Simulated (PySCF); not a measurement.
## SrHg and its ions

PBE0; basis Sr def2-SVP with ECP28, Hg def2-SVP with ECP60; scalar-relativistic core potentials; PySCF 2.14. Neutral (UKS): singlet (closed shell), Re = 4.066 Å, ωe = 28.1 cm⁻¹, De = 0.06 eV, HOMO -3.97 eV, LUMO -1.04 eV.

SrHg⁺ (UKS): doublet (σ ↑), Re = 3.501 Å, ωe = 64.3 cm⁻¹, De = 0.32 eV to Sr⁺ + Hg. The energies at the minima are -184.18016 hartree for SrHg and -183.98349 for SrHg⁺.

Problem. Work out the adiabatic ionisation energy, without and with harmonic zero-point energies (1 hartree = 27.2114 eV, 1 eV = 8065.5 cm⁻¹), and the change of the bond length.

Solution. At PBE0: 0.19667 hartree = 5.352 eV between the minima; the zero-point term (64.3 − 28.1)/2 cm⁻¹ = +0.002 eV makes it 5.354 eV. Re changes by -56.5 pm against the neutral. Minus the HOMO energy is 3.97 eV, -1.38 eV from the value between the minima; self-interaction puts the Kohn–Sham level too high, less so with exact exchange. The electron leaves a σ orbital, and the shorter bond of the ion fits an antibonding orbital, or a change in how ionic the bond is.

Closed-shell solutions of metal pairs were not tested for spin polarisation, which can lower them a little. Weak bonds: SrHg, SrHg⁺. Basis-set superposition, not corrected here, can be much of De in a small basis, most of all at correlated wavefunction levels. Spin–orbit coupling is left out. For an ion De counts to the pair picked by the measured ionisation energies or electron affinities, which need not be the lowest pair at this level. States were picked by a PBE0 search and need not be the measured ground states.
